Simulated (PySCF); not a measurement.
Continuum solvent and chemical shifts

Cartesian coordinates in Å; atom numbers follow the order of the lines, from 1:
```xyz
15

F    -1.4194    0.8556   -1.5321
C    -2.2921    0.7328   -0.5626
F    -3.4814    1.1118   -0.9320
C    -1.9613    0.2640    0.6460
F    -2.9349    0.1651    1.5664
Si   -0.2285   -0.2523    1.1202
O     0.4240   -1.4792    0.1906
C     1.3587   -0.9324   -0.7236
C     1.9036    0.3589   -0.0973
O     0.8554    0.9339    0.6620
H    -0.2549   -0.6122    2.5569
H     0.8577   -0.7167   -1.6845
H     2.1593   -1.6644   -0.9108
H     2.7656    0.1422    0.5602
H     2.2329    1.0747   -0.8664
```

GIAO PBE0/pcSseg-1 in PySCF 2.14 on one PBE0-D3(BJ)/def2-SVP conformer, non-relativistic, equivalent nuclei averaged. Solvents enter as an IEF-PCM continuum (benzene with ε = 2.3, acetonitrile with ε = 35.7) around the gas-phase geometry. Shifts are referred to CFCl3, TMS computed in the same medium.

Gas phase, δ in ppm: F3 -76.7, F1 -109.2, F5 -224.1, C2 171.4, C4 132.6, C8/C9 67.2, Si6 -1.4, H11 5.15, H12/H15 3.99, H13/H14 3.93. Dipole moment 2.27 D.

**Question.** How does each δ change in the continuum?

**Answer.** 
```
  atoms                                                   environment  Δδ, benzene  Δδ, acetonitrile
     F3                                              vinylic fluorine         +1.0              +2.4
     F1                                              vinylic fluorine         +1.9              +4.4
     F5                                              vinylic fluorine         -0.7              -1.4
     C2                               fully substituted alkene carbon         +0.6              +1.3
     C4                               fully substituted alkene carbon         +0.5              +1.1
  C8/C9                                           sp3 CH2 bonded to O         +0.5              +1.1
    Si6             silicon bonded to C, 2 O, H, in a 5-membered ring          0.0               0.0
    H11  hydrogen on a silicon bonded to C, 2 O, in a 5-membered ring        +0.02             +0.04
H12/H15                            hydrogen on an sp3 CH2 bonded to O        +0.07             +0.15
H13/H14                            hydrogen on an sp3 CH2 bonded to O        +0.09             +0.19
```

Changes are relative to the gas phase. The dipole moment becomes 2.51 D in benzene, 2.79 D in acetonitrile.

**Question.** Which of the listed nuclei move most (in ppm), and what does the model miss? (N and O are left out, as their reference compounds move with the solvent too.)

**Answer.** F1 (vinylic fluorine, +4.4 ppm) in acetonitrile. A continuum only polarises the solute; specific hydrogen bonds, the anisotropy of aromatic solvents and changes of geometry or conformer are outside it.
